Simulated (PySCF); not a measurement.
H₂Sb, SMILES [SbH2], multiplicity 2.

Coordinates come from a B3LYP-D3(BJ)/def2-TZVPD optimisation. The isomer is the one that the SMILES or the coordinates give; other isomers of the formula were not compared. The def2 effective core potentials stand for the cores of Sb; spin–orbit coupling is left out.

The numbers are results of r2SCAN/def2-TZVPD in PySCF, not measurements.

Isolated molecule, no solvent.

Computed frontier levels, dipole moment and polarisability:
The α spin, highest occupied and lowest empty level is -5.71 and -0.79 eV and the β spin, highest occupied and lowest empty level comes out as -7.12 and -3.57 eV. The dipole moment is 0.29 D. The quadrupole, principal values (traceless, Buckingham form, about the centre of nuclear charge) is -1.18, 0.27, 0.91 D·Å and the mean static polarisability is 46.9 bohr³ (6.95 Å³). The polarisability, principal values is 44.5, 47.6, 48.6 bohr³ and the ⟨S²⟩ is 0.757 (pure state 0.75).
